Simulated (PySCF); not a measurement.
How methods differ on the interval between two levels of Xe⁺

Xe⁺ [Kr] 4d10 5s2 5p5 [2P3/2, M_J = 3/2] → Xe⁺ [Kr] 4d10 5s1 5p5 6s1 [4P5/2, M_J = 5/2], as a difference of total energies. Calculation: PySCF 2.14, in x2c-TZVPall-2c with one added diffuse shell each of s, p, d, f type (9s10p6d3f, 90 functions); the two-component X2C-1e Hamiltonian. Correlated levels: [Ar] 3d10 frozen; the 6 highest virtual spinors dropped. "Screened" scales the spin-orbit matrix elements by Boettger's factors to mimic the two-electron term; Breit and QED terms are absent.

| method | interval between two levels (cm⁻¹) |
| --- | --- |
| GHF (spin-free) | 203860 |
| GMP2 (spin-free) | 190800 |
| GHF (screened spin-orbit) | 203620 |
| GMP2 (screened spin-orbit) | 191440 |

The labels give the starting determinants; with spin-orbit coupling the two ends relaxed to ⟨J²⟩ = 3.76, ⟨L²⟩ = 2.04, ⟨S²⟩ = 0.78 and ⟨J²⟩ = 8.95, ⟨L²⟩ = 2.22, ⟨S²⟩ = 3.78.

The promoted electron is Rydberg-like, and one or two diffuse shells describe it only roughly, which tends to raise the upper state.
